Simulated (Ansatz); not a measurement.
`[OH][SnH]([Cl])[Br]` + NH₃ → `[NH2][SnH]([OH])[Cl]` + HBr at 700 K and 1 bar (ligand exchange at the Sn–Br bond).

Calculated with Ansatz (gas phase, PBE0-D4/def2-TZVP geometries, no zero-point term in ΔE). CBS: MP2 limit from def2 TZ/QZ plus the TZ coupled-cluster correction, frozen cores. This one scheme is used for every species. Elements past krypton have def2 core potentials. For Br, Sn outer-core shells are correlated without core-valence functions, which leaves a few kJ/mol of doubt a bond. Scalar relativity is left out up to krypton. One conformer a species, not always the lowest.

| species | CCSD(T)/CBS energy (Eh) | H − E (kJ/mol) | S (J/(mol·K)) |
| --- | --- | --- | --- |
| `[OH][SnH]([Cl])[Br]` | -3323.61080 | 121.3 | 456.7 |
| NH₃ | -56.50880 | 116.9 | 226.5 |
| `[NH2][SnH]([OH])[Cl]` | -806.16228 | 194.7 | 465.0 |
| HBr | -2573.91920 | 36.5 | 223.7 |

H − E and S are ideal-gas, rigid-rotor, harmonic terms from PBE0-D4/def2-TZVP, for one conformer and one mirror image of each species. 1 Eh = 2625.50 kJ/mol, R = 8.31446 J/(mol·K).

Q: By hand: ΔE, ΔH, ΔS and ΔG.

A: ΔE = (-806.16228) + (-2573.91920) − (-3323.61080) − (-56.50880) = 0.03812 Eh = 100.1 kJ/mol. Δ(H − E) = 194.7 + 36.5 − 121.3 − 116.9 = -7.0, so ΔH = 93.1 kJ/mol. ΔS = 465.0 + 223.7 − 456.7 − 226.5 = 5.5 J/(mol·K). ΔG = 93.1 − 700 × (5.5)/1000 = 89.2 kJ/mol.

Q: By hand: the equilibrium constant, and the temperature at which ΔG would vanish if ΔH and ΔS stayed fixed.

A: log₁₀ K = −ΔG/(RT ln 10) = -6.7. ΔG = 0 at ΔH/ΔS = 16927 K, far beyond where these terms or the molecules hold.

The number of gas molecules stays the same, so ΔS is small and ΔH decides. A doubt of 5 kJ/mol in ΔE shifts log₁₀ K by 0.4 here. Other conformers and mirror images would add mixing entropy, several J/(mol·K) or more a flexible species. These are equilibria of isolated gas molecules and say nothing of rates. Largest T1 diagnostic: 0.013 (customary marks: 0.02 for closed shells, 0.045 for open ones).
